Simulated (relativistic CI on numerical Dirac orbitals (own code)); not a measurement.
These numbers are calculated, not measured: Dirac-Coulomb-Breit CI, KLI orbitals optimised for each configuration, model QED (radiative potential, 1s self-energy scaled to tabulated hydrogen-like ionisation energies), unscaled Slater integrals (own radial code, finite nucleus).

The strongest absorption lines from the ground level of an ion, among the configurations computed and to levels below about 2380 eV (vacuum wavelength in Å, gf): 7.6217 (0.069), 7.7662 (0.063), 10.772 (0.17), 11.311 (0.2), 56.561 (1), 120.85 (0.23).

Problem. Which ion is it?
A. Hf XLIV
B. Hg LII
C. Os XLVIII
D. Os XLVI

Solution. C. Os XLVIII has 29 electrons and the ground level 3d10 4s 2S_1/2; the strongest line goes to 3d10 4p 2P°_3/2. The pattern of lines fixes the number of electrons, and along that sequence the line energies rise steadily with the charge (about as its square where n changes within one kind of shell, about linearly where n is kept but much faster in heavy ions where fine structure, which grows about as Z⁴, sets the gap, and irregularly where shells cross), which fixes Z. Configurations outside the model, such as inner-shell arrays, can give stronger lines. At this charge energies of transitions that change n are usually good to better than 1 %, and those within a shell (Δn = 0) to a few per cent.

LS names give the leading component of a level, which can be under half, so a name can repeat, a term be missing and a line seem to break the LS rules.
